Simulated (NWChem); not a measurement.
Everything below was run with NWChem. System: ditellurium (Te₂), charge 0, spin multiplicity 3, at a geometry optimised with UPBE0/def2-SVP with def2 effective core potentials on Te. Its SCF solution wasn't tested for a lower state. Level: UMP2/def2-SVP with def2 effective core potentials on Te, 8 core orbitals frozen.

Input file:

```
start mol
memory heap 200 mb stack 900 mb global 1100 mb
geometry units angstroms nocenter noautoz
  Te     0.000000     0.000000     1.281805
  Te     0.000000     0.000000    -1.281805
  symmetry group D2h
end
basis spherical
  * library def2-svp
end
ecp
  Te library def2-ecp
end
scf
  uhf
  nopen 2
  maxiter 100
  thresh 1e-7
  semidirect memsize 60000000 filesize 0
  # guess.movecs holds the orbitals of an unrestricted PBE0 run
  vectors input guess.movecs output mol.movecs
end
mp2
  freeze core 8
end
task mp2 energy
```

Part of the output:

```
             Northwest Computational Chemistry Package (NWChem) 7.3.0
             --------------------------------------------------------

                                NWChem Input Module
                                -------------------

 Scaling coordinates for geometry "geometry" by  1.889725989
 (inverse scale =  0.529177249)

 Turning off AUTOSYM since
 SYMMETRY directive was detected!

                             Geometry "geometry" -> ""
                             -------------------------

 Output coordinates in angstroms (scale by  1.889725989 to convert to a.u.)

  No.       Tag          Charge          X              Y              Z
 ---- ---------------- ---------- -------------- -------------- --------------
    1 Te                  52.0000     0.00000000     0.00000000     1.28180500
    2 Te                  52.0000     0.00000000     0.00000000    -1.28180500

 Effective nuclear repulsion energy (a.u.)     558.1563815460

            Nuclear Dipole moment (a.u.)
            ----------------------------
        X                 Y               Z
 ---------------- ---------------- ----------------
     0.0000000000     0.0000000000     0.0000000000

      Symmetry information
      --------------------

 Group name             D2h
 Group number             26
 Group order               8
 No. of unique centers     1

      Symmetry unique atoms

     1


 Summary of "ao basis" -> "" (spherical)
 ------------------------------------------------------------------------------
       Tag                 Description            Shells   Functions and Types
 ---------------- ------------------------------  ------  ---------------------
 *                          def2-svp                  on all atoms

 Summary of "ao basis" -> "ao basis" (spherical)
 ------------------------------------------------------------------------------
       Tag                 Description            Shells   Functions and Types
 ---------------- ------------------------------  ------  ---------------------
 Te                         def2-svp                10       26   4s4p2d
[...]
  AO/Fock/Back tols     =   1.0D-09  1.0D-09  1.0D-09

 GA uses MA = F    GA memory limited = T

 Available:
  local mem=  1.26D+08
 global mem=  1.44D+08
 local disk=  0.00D+00
  mp2_memr nvloc                    27
  nvloc new                    27
   1 passes of  17:        3145728                      17220                   2131790.
   1 passes of  17: M    126150356           G      144173792           F     123004628.

 Semi-direct pass number   1 of   1  for UHF alpha       at        0.7s
  vrange nnbf                  1363
  mp2_eaftype                    10  avail_ma_in_mb                  1099
 EAF : mp2_eaftype filesize          10    1065895.
  mp2_eaf for mointskh                     10
Node 0 wrote      5.0 Mb in      0.0 s     Agg I/O rate:   926.9 Mb/s
 Done moints_semi at        2.1s
  mp2_eaftype                    10  avail_ma_in_mb                  1089
 EAF : mp2_eaftype filesize          10    1065895.
  mp2_eaf for kh                    10
 Done maket at        2.2s
 Done multipass loop at        2.2s

 GA uses MA = F    GA memory limited = T

 Available:
  local mem=  1.26D+08
 global mem=  1.44D+08
 local disk=  0.00D+00
  mp2_memr nvloc                    29
  nvloc new                    29
   1 passes of  15:        3145728                      16608                   2020569.
   1 passes of  15: M    126150356           G      144173792           F     123004628.

 Semi-direct pass number   1 of   1  for UHF beta        at        2.2s
  vrange nnbf                  1363
  mp2_eaftype                    10  avail_ma_in_mb                  1099
 EAF : mp2_eaftype filesize          10    1010284.
  mp2_eaf for mointskh                     10
Node 0 wrote      4.7 Mb in      0.0 s     Agg I/O rate:  2084.5 Mb/s
 Done moints_semi at        3.7s
  mp2_eaftype                    10  avail_ma_in_mb                  1089
 EAF : mp2_eaftype filesize          10    1010284.
  mp2_eaf for kh                    10
 Done maket at        3.7s
 Done multipass loop at        3.7s

          -------------------------------------------
          SCF energy                -534.022754134427
          Correlation energy          -0.217190057780
          Singlet pairs                0.000000000000
          Triplet pairs                0.000000000000
          Total MP2 energy          -534.239944192207
          -------------------------------------------

          ---------------------------------------------------
                    Spin Component Scaled (SCS) MP2
          Same spin pairs                     -0.070949979665
          Same spin scaling factor             0.333333333333
          Opposite spin pairs                 -0.146240078115
          Opposite spin scaling fact.          1.200000000000
          SCS-MP2 correlation energy          -0.199138086959
          Total SCS-MP2 energy              -534.221892221386
          ---------------------------------------------------

 -----------------------
 Performance information
 -----------------------

 Timer overhead =  1.99D-07 seconds/call

               Nr. of calls         CPU time (s)                 Wall time (s)                GFlops
             ---------------    -------------------     ------------------------------   -------------------
Name         Min   Avg   Max    Min     Avg     Max     Min     Avg     Max   Mx/calls   Min     Max     Sum
mp2: moin     2     2     2    2.9     2.9     2.9      2.9     2.9     2.9     1.4      0.0     0.0     0.0
mp2: make     2     2     2   0.10    0.10    0.10     0.10    0.10    0.10    5.09E-2   0.0     0.0     0.0
mp2: tota     1     1     1    3.1     3.1     3.1      3.1     3.1     3.1     3.1      0.0     0.0     0.0

 The average no. of pstat calls per process was 5.00D+00
 with a timing overhead of 9.94D-07s

 Task  times  cpu:        3.7s     wall:        3.7s

 Total times  cpu:        3.7s     wall:        3.7s
```
